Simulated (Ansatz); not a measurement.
# Reading a saddle point

A first-order saddle point of AlSiH$_{6}$O$_{2}$F$_{2}$, doublet, PBE0-D4/def2-TZVP, with one imaginary mode of 539i cm⁻¹:

Al1  (-1.036, 1.080, 0.595)
O2  (-0.072, -0.467, 0.234)
Si3  (-0.533, -1.851, -0.598)
F4  (-1.943, 1.318, -0.780)
H5  (1.404, 1.427, 0.519)
O6  (0.491, 2.113, 0.574)
H7  (1.005, -0.207, 0.305)
F8  (2.074, 0.434, 0.413)
H9  (-0.248, -1.689, -2.041)
H10  (0.244, -2.983, -0.043)
H11  (-1.982, -2.026, -0.354)
H12  (0.597, 2.853, 1.175)
(Å)

Program: Ansatz 0.2.0. Basis: def2-TZVPP and def2-QZVPP. Cores are frozen in the correlated methods; orbitals are unrestricted. Extrapolation: Hartree–Fock as exp(−7.88 √X), correlation as X^−2.97.

Problem. Which contacts change along the imaginary mode, and what lies on either side? (A judgement: the text doesn't fix the answer.)

Solution. By the calculation: The step is AlSiH₃OF ([F][Al][O][SiH3]) + H₂O + HF → AlHOF ([OH][Al][F]) + SiH₄O ([OH][SiH3]) + HF, with the molecules in contact on both sides. Shortening one way: O2–H7, H5–F8; lengthening the same way: H5–O6, H7–F8.
```csv
pair,one side (Å),saddle (Å),other side (Å)
O2–H7,1.45,1.11,1.00
H5–F8,1.57,1.20,1.01
H5–O6,1.00,1.14,1.40
H7–F8,1.00,1.25,1.55
```

Problem. Which side is lower, and how far does the saddle lie above each? (To be estimated.)

Solution. Computed: The side with H5–O6, H7–F8 short is lower by 1.52 kcal/mol; the saddle lies 4.82 kcal/mol above it and 3.30 kcal/mol above the other (CCSD(T) at an estimated basis limit (MP2 extrapolated from triple and quadruple zeta, plus CCSD(T) − MP2 in triple zeta); electronic energies).

T1 diagnostic: at most 0.013. ⟨S²⟩ of the unrestricted Hartree–Fock references: 0.75 (a pure state has 0.75).

Labels in which every atom is bracketed show which atoms are joined, not bond orders.

For scale, one of the runs: CCSD(T)/def2-TZVPP, 292 basis functions, launched by `ansatz run in.yaml --threads 5 --pin off --events-out ev --progress --plain --max-ram 66560MiB --backend cuda --devices 0, --max-vram 37GiB`. Time: 23 s of wall clock on 5 CPU threads of an AMD EPYC 7R13 and a share of one NVIDIA H100; the host was shared. Peak host memory: 0.86 GiB.
